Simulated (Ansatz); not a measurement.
C4H4N (SMILES [c]1cc[nH]c1), doublet, geometry from GFN2-xTB; PBE0/STO-3G run with Ansatz (a program for electronic structure).

The Ansatz input:
Ansatz 0.2 input:
```yaml
crystal:
  periodic: [false, false, false]
  atoms:
    - {symbol: H, position_ang: [-0.02216819, 0.02578181, 2.07218703]}
    - {symbol: N, position_ang: [-0.01100368, 0.03722541, 1.06501021]}
    - {symbol: C, position_ang: [0.01577759, 1.15962534, 0.28207507]}
    - {symbol: C, position_ang: [-0.02026850, -1.06664492, 0.26860244]}
    - {symbol: C, position_ang: [0.02280243, 0.72853871, -1.00533804]}
    - {symbol: C, position_ang: [0.00054728, -0.66735377, -1.04553609]}
    - {symbol: H, position_ang: [0.02721740, 2.14433730, 0.70122733]}
    - {symbol: H, position_ang: [-0.04086179, -2.05616890, 0.68202308]}
    - {symbol: H, position_ang: [-0.00031443, -1.29952021, -1.90932923]}
basis:
  gaussian:
    orbitals: STO-3G
hamiltonian:
  xc: pbe0
magnetization: {spin_polarized: true, initial_magnetization: 1}
scf: {lower_state_search: off}
```

Task: Write the output that Ansatz gives for this input, abridged.

Result: 
```
Functional definition: PBE0
these checks for a lower state are left out or cut short: stability, starts, cluster_reference, orbital_swaps, neighbouring_geometries, increment
407 factors; integrals over basis functions are off by at most 4.8e-5 eV
mean field evaluation 1: about -5621.9147 eV, gradient 8.6e0 eV
mean field evaluation 2: about -5621.7335 eV, gradient 1.2e1 eV
mean field evaluation 4: about -5622.5865 eV, gradient 5.8e-1 eV
mean field evaluation 8: about -5622.5320 eV, gradient 8.6e-2 eV
mean field evaluation 16: about -5622.5322 eV, gradient 1.4e-4 eV
mean field -5622.53223125 eV, -206.6242484090 hartree, gradient 2.0e-6 eV, S^2 0.760817; 0 other end points of the search recorded, 0 dependent functions left out
reference -5622.53224712 eV, -206.6242489926 hartree; 18, 17 occupied and 11, 12 virtual orbitals, 407 factors
Total energy: -5622.53224712 eV, -206.6242489926 hartree
Checks for a lower state left out: stability, starts, cluster_reference, orbital_swaps, neighbouring_geometries, increment
```
